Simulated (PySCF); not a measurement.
**Dipole response of Tc²⁺ (technetium, charge +2)**

[Kr] 4d4 5s1, high-spin 6D determinant (an excited configuration). Calculation: PySCF 2.14, in x2c-TZVPPall with one added diffuse shell each of s, p, d, f type (9s7p7d3f1g, 95 functions); scalar relativity by spin-free X2C-1e. Coupled (time-dependent) response in atomic units; α is the mean over directions.

| method | mean α (bohr³) | α xx, yy, zz | C₆ (like pair) | S(−4) |
| --- | --- | --- | --- | --- |
| revPBE | 24.10 | 24.35, 24.35, 23.59 | 145.5 | 359.1 |

S(−4) is the Cauchy moment in α(ω) = α(0) + S(−4) ω² + …

Spin-orbit coupling is absent.

α(iu) at revPBE:

| u (hartree) | α(iu) (bohr³) |
| --- | --- |
| 0 | 24.10 |
| 0.0500 | 23.24 |
| 0.100 | 21.09 |
| 0.200 | 15.93 |
| 0.300 | 12.04 |
| 0.500 | 7.791 |
| 0.750 | 5.352 |
| 1.00 | 4.036 |
| 1.50 | 2.596 |
| 2.00 | 1.814 |
| 3.00 | 1.016 |
| 5.00 | 0.4429 |

For an ion, C₆ is the dispersion term alone; charge-induced terms of lower order in 1/R come first.

The components differ because the open shell of this determinant is not spherical; for a pure term their mean is the scalar polarisability.
